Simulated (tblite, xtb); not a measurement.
C$_{5}$H$_{10}$N (SMILES C[C]=NC(C)C), doublet, geometry from GFN2-xTB. Base run: GFN1-xTB (xtb 6.7.1).

xtb was given this input:
```
$ xtb mol.xyz --gfn 1 --uhf 1 --json

# file mol.xyz
16

C      2.67089895     0.27907464     0.54348527
C      1.20011371     0.30757621     0.50808579
N      0.46020252     0.11512148    -0.46442955
C     -0.97187376     0.12602007    -0.51874427
C     -1.63073963     0.60929537     0.77610045
C     -1.44830959    -1.28057386    -0.88859991
H      3.03395996     1.25146731     0.87480620
H      3.11667404     0.04213878    -0.42794132
H      2.99203528    -0.46241733     1.27431708
H     -1.23507377     0.81140010    -1.33672356
H     -1.37126974    -0.06074407     1.59246370
H     -1.27917685     1.60789351     1.02416517
H     -2.71130215     0.63108521     0.66140221
H     -2.52409204    -1.28378324    -1.04326209
H     -0.95969168    -1.61410926    -1.80060655
H     -1.20401858    -1.97713582    -0.08957777
```

Programs used: tblite, xtb; a row that names a program was run with it.

Variants of this job, named by their change:

```
change                                                     ΔE vs base (kcal/mol)  dipole (D)  SCF cycles
---------------------------------------------------------  ---------------------  ----------  ----------
base                                                                       0.000        0.41           9
program = tblite; method = gfn1; option = (--etemp, 2000)                 -0.018           -           -
acc = 0.1                                                                  0.000        0.41          11
file = coord                                                               0.000        0.41           9
etemp = 3000                                                              -0.216        0.42           9
etemp = 1000                                                               0.000        0.41           9
program = tblite; method = gfn1; option = --grad                           0.000           -           -
acc = 1000                                                                 0.000        0.42           6
gbsa = methanol                                                            -5.05        0.53          10
```

ALPB and GBSA are two models with their own fitted parameters for each solvent, which aren't always the measured dielectric constant.
